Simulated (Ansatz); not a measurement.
`FC([SiH3])S` + `C[AsH]C` → `C[As](C)[SiH3]` + `FCS` at 600 K and 1 bar (ligand exchange at the Si–C bond).

Isolated molecules relaxed with PBE0-D4/def2-TZVP in Ansatz; ΔE leaves out vibrations. CCSD(T)/CBS is the MP2 limit (def2-TZVPP, def2-QZVPP) plus CCSD(T) − MP2 in def2-TZVPP, frozen cores. For As outer-core shells are correlated without core-valence functions, which leaves a few kJ/mol of doubt a bond. Scalar relativity is left out up to krypton. One conformer a species, not always the lowest.

```
         species  CCSD(T)/CBS energy (Eh)  H − E (kJ/mol)  S (J/(mol·K))
   `FC([SiH3])S`               -827.68200           196.6          405.2
       `C[AsH]C`              -2315.32263           265.2          384.4
`C[As](C)[SiH3]`              -2605.61324           331.6          476.2
           `FCS`               -537.40796           138.0          320.3
```

H − E and S are ideal-gas, rigid-rotor, harmonic terms from PBE0-D4/def2-TZVP, for one conformer and one mirror image of each species. 1 Eh = 2625.50 kJ/mol, R = 8.31446 J/(mol·K).

Problem. By hand: ΔE, ΔH, ΔS and ΔG.

Solution. ΔE = (-2605.61324) + (-537.40796) − (-827.68200) − (-2315.32263) = -0.01657 Eh = -43.5 kJ/mol. Δ(H − E) = 331.6 + 138.0 − 196.6 − 265.2 = 7.8, so ΔH = -35.7 kJ/mol. ΔS = 476.2 + 320.3 − 405.2 − 384.4 = 6.9 J/(mol·K). ΔG = -35.7 − 600 × (6.9)/1000 = -39.8 kJ/mol.

Problem. By hand: the equilibrium constant, and the temperature at which ΔG would vanish if ΔH and ΔS stayed fixed.

Solution. log₁₀ K = −ΔG/(RT ln 10) = 3.5. ΔH and −TΔS have one sign here, so there is no such temperature.

The number of gas molecules stays the same, so ΔS is small and ΔH decides. A doubt of 5 kJ/mol in ΔE shifts log₁₀ K by 0.4 here. Other conformers and mirror images would add mixing entropy, several J/(mol·K) or more a flexible species. These are equilibria of isolated gas molecules and say nothing of rates. Largest T1 diagnostic: 0.012 (customary marks: 0.02 for closed shells, 0.045 for open ones).

ΔS is within the doubt of such terms, so its sign, and with it that verdict, could turn.
